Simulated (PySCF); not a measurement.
Computed Raman spectrum (relative Raman activity) of a molecule C4H7FO. The structure is a stationary point at PBE-D3(BJ)/def2-SVP. Other conformers were not sampled. These are PBE-D3(BJ)/def2-SVP in PySCF values and carry that method's errors. Frequencies are harmonic and unscaled.

ν (cm⁻¹): 777 (vw), 838 (vw), 863 (vw), 963 (vw), 1100 (vw), 1193 (w), 1204 (vw), 1284 (vw), 1325 (vw), 1354 (vw), 1378 (vw), 1426 (w), 1446 (vw), 2901 (s), 3002 (m), 3065 (m), 3070 (vs), 3072 (w), 3166 (m), 3702 (m) (against the strongest line: vs over 80 %, s over 45 %, m over 15 %, w over 4 %, vw less)

Problem. Identify the compound among the candidates.
A) CC1(F)COC1
B) C[C@@H]1OC[C@@H]1F
C) OC[C@H]1C[C@@H]1F
D) C=C(F)COC

Solution. C, OC[C@H]1C[C@@H]1F
